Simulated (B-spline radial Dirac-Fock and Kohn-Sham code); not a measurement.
What relativity does to the binding energies of La¹¹⁺

System: the La¹¹⁺ ion, 1s2 2s2 2p6 3s2 3p6 3d10 4s2 4p6 4d10.

Both columns are ΔSCF binding energies of the configuration average from a B-spline atomic structure program: non-relativistic Hartree-Fock with a point nucleus, and Dirac-Fock with a finite nucleus and the Coulomb interaction alone, averaged over the two j levels with weights 2j+1.

```csv
shell,Hartree-Fock (eV),Dirac-Fock (eV),shift (eV),shift (%)
1s,37449.8,39260.9,+1811.15,+4.84
2s,6020.1,6475.2,+455.07,+7.56
2p,5680.6,5819.7,+139.08,+2.45
3s,1453.3,1555.3,+102.04,+7.02
3p,1306.5,1340.4,+33.95,+2.60
3d,1035.9,1025.2,-10.63,-1.03
4s,436.1,460.0,+23.90,+5.48
4p,379.5,387.1,+7.60,+2.00
4d,278.6,276.6,-1.96,-0.70
```

Relativity binds 1s, 2s, 2p, 3s, 3p, 4s, 4p more strongly, among those listed most of all 2s in relative terms, and 3d, 4d more weakly, because the contracted s and p shells screen the nucleus better.

Values without a named source are computed, but for edge energies of neutral atoms, which are taken from tables.
